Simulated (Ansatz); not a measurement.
Ansatz results at the PBE0-D4/def2-TZVP geometry: HOMO–LUMO gap (PBE0/def2-TZVPP) 6.91 eV; HOMO–LUMO gap (ωB97M-V/def2-TZVPP) 10.74 eV; size of the dipole moment (PBE/def2-TZVPP) 1.89 D.

Each molecule was computed in one conformer, which needn't be the lowest.

Question: Which molecule gave them?
A. `N=CC1CO1`
B. `[AlH2][NH][SiH2]Br`
C. `N#C/C=C/F`
D. `C[O][AlH][SiH2][SiH3]`

Answer: B. The others give `N=CC1CO1`: 7.29, 11.94, 1.89; `C[O][AlH][SiH2][SiH3]`: 5.77, 9.36, 0.70; `N#C/C=C/F`: 6.74, 11.08, 2.99.
